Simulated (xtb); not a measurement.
C5H12Si, charge -1, doublet, geometry from GFN2-xTB (a state made from the parent by changing its charge; the spin is typed, not shown lowest). Base run: xtb with GFN0-xTB.

Geometry (Å):
```xyz
18

C      2.1600    -0.8415     1.2835
C      1.4855     0.2123     0.6508
Si    -0.1489     0.1430    -0.1443
C     -0.6908     1.8871    -0.7440
C     -1.5496    -0.5282     1.0322
C     -0.5716    -0.9967    -1.6994
H      3.1518    -0.7177     1.6956
H      1.6571    -1.7685     1.5125
H      2.0927     1.0981     0.4663
H     -1.6901     2.1404    -0.3959
H     -0.6983     1.9552    -1.8294
H     -0.0154     2.6522    -0.3740
H     -1.6935     0.1106     1.9021
H     -2.5159    -0.6358     0.5387
H     -1.2660    -1.5106     1.4030
H      0.0320    -0.7362    -2.5693
H     -0.3524    -2.0373    -1.4628
H     -1.6186    -0.9502    -2.0057
```
Charge -1, spin multiplicity 2.
All else is at xtb's defaults.
Base energy -20.39319 Eh.

Each row names what was changed in the base input (with any setting that the change needs).

```json
[
 {"change": "base", "ΔE vs base (mEh)": "0.000"},
 {"change": "etemp = 10000", "ΔE vs base (mEh)": "-38.913"},
 {"change": "file = coord", "ΔE vs base (mEh)": "0.000"},
 {"change": "acc = 1000", "ΔE vs base (mEh)": "0.000"},
 {"change": "acc = 0.1", "ΔE vs base (mEh)": "0.000"}
]
```
